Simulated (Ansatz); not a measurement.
Basis-set extrapolation for CH6AlFSSi (PBE0-D4/def2-TZVP geometry, frozen core, Ansatz 0.2.0). Multiplicity 1, RHF reference.

```csv
,def2-TZVPP,def2-QZVPP
HF,-1069.341200,-1069.375214
MP2 correlation,-0.809776,-0.877475
CCSD(T) correlation,-0.897987,not run
```

Energies in hartree. Use E(X) = E(∞) + A·exp(−7.88·√X) for Hartree–Fock and E(X) = E(∞) + B·X^(−2.97) for correlation, with X = 3 and 4, and add CCSD(T) minus MP2 of the smaller set to the MP2 limit.

Question: What is the CCSD(T) energy at the basis-set limit?

Answer: HF limit: -1069.375214 + (-0.034014) × 0.13774 = -1069.37990. MP2 limit: -0.877475 + (-0.067699) × 0.74074 = -0.92762. Higher-order term: -0.897987 − (-0.809776) = -0.08821. Total: -1070.39573 hartree, 411.0 kJ/mol below CCSD(T)/def2-TZVPP.
